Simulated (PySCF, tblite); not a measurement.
Isomers of C2H7FSSi, one GFN2-xTB conformer each. Single-point energies are computed at PBE0/pcSseg-1 (PySCF, gas phase, no added dispersion term), electronic only.

```tsv
SMILES	GFN2-xTB relative energy (kJ/mol)
FCC[SiH2]S	76.5
CSC[SiH2]F	0.0
CS[SiH2]CF	108.8
C[C@H](F)[SiH2]S	82.6
```

Conformers: `[F:1][CH2:2][CH2:3][SiH2:4][SH:5]` with F1–C2–C3–Si4 59°, C2–C3–Si4–S5 70°, C3–Si4–S5–H 177°; `[CH3:1][S:2][CH2:3][SiH2:4][F:5]` with C1–S2–C3–Si4 69°, S2–C3–Si4–F5 170°; `[CH3:1][S:2][SiH2:3][CH2:4][F:5]` with C1–S2–Si3–C4 180°, S2–Si3–C4–F5 180°; `[CH3:1][C@H:2]([F:3])[SiH2:4][SH:5]` with C1–C2–Si4–S5 180°, C2–Si4–S5–H -36°.

Task: What does PBE0/pcSseg-1 give for the same structures?

Result: 
```
          SMILES  PBE0/pcSseg-1 E (Eh)  PBE0/pcSseg-1 (kJ/mol)  GFN2-xTB (kJ/mol)  point group
      CSC[SiH2]F            -867.49990                     0.0                0.0           C1
      FCC[SiH2]S            -867.47264                    71.6               76.5           C1
C[C@H](F)[SiH2]S            -867.46855                    82.3               82.6           C1
      CS[SiH2]CF            -867.45581                   115.8              108.8           Cs
```

Both levels put the same isomer lowest; measured from each level's own lowest isomer, the values differ by up to 7.0 kJ/mol (CS[SiH2]CF: 108.8 against 115.8). As drawn, the lowest has an Si–F bond, which the highest lacks.

Task: Which frontier levels, dipoles and rotational constants go with these structures?

Result: 
```tsv
SMILES	HOMO (eV, PBE0/pcSseg-1)	LUMO (eV)	dipole (D)	A, B, C (MHz)
CSC[SiH2]F	-6.48	0.08	1.74	7566, 1382, 1275
FCC[SiH2]S	-7.34	0.40	1.55	5116, 1571, 1450
C[C@H](F)[SiH2]S	-7.37	0.21	2.31	5884, 1655, 1383
CS[SiH2]CF	-7.02	0.05	1.79	10202, 1259, 1152
```

Task: What happens when harmonic zero-point energies from GFN2-xTB frequencies are added?

Result: 
```tsv
SMILES	ZPE (kJ/mol)	electronic (kJ/mol)	with ZPE (kJ/mol)
CSC[SiH2]F	219.3	0.0	0.0
FCC[SiH2]S	216.4	71.6	68.6
C[C@H](F)[SiH2]S	215.4	82.3	78.4
CS[SiH2]CF	219.6	115.8	116.0
```

The zero-point energies span 4.2 kJ/mol. The order is unchanged.
